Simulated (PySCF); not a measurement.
C₂H₅IMg, SMILES C[CH2][Mg][I].

Coordinates come from a PBE0-D3(BJ)/def2-SVP optimisation. The structure was generated by enumeration; whether it is a known compound was not checked. The def2 effective core potentials stand for the cores of I; spin–orbit coupling is left out. Other conformers were not sampled.

The numbers are results of TDA-CAM-B3LYP/def2-SVPD (PySCF), not measurements.

Vertical excitations. Gas-phase values at a fixed geometry. State labels are in the subgroup Cs.

```tsv
state	symmetry	energy (eV)	λ (nm)	f	main pairs
S1	A'	5.22	237	0.036	HOMO−2→LUMO 87 %
S2	A"	5.23	237	0.040	HOMO−1→LUMO 91 %
S3	A'	5.32	233	0.327	HOMO→LUMO 85 %
S4	A'	5.49	226	0.083	HOMO→LUMO+1 83 %
S5	A"	5.55	223	0.037	HOMO→LUMO+2 89 %
S6	A"	5.92	210	0.000	HOMO−1→LUMO+1 84 %
S7	A'	5.95	208	0.001	HOMO−2→LUMO+1 49 %, HOMO−1→LUMO+2 41 %
S8	A"	5.97	208	0.000	HOMO−2→LUMO+2 84 %
S9	A'	6.29	197	0.039	HOMO−1→LUMO+2 32 %, HOMO−3→LUMO 28 %, HOMO−2→LUMO+1 26 %, HOMO→LUMO+3 6 %
S10	A'	6.80	182	0.284	HOMO→LUMO+3 71 %
T1	A'	4.14	300	0	HOMO→LUMO 90 %
T2	A'	4.97	249	0	HOMO−2→LUMO 91 %
T3	A"	4.97	249	0	HOMO−1→LUMO 92 %
T4	A'	5.13	241	0	HOMO→LUMO+1 87 %
```
Triplets are in the Tamm–Dancoff approximation.
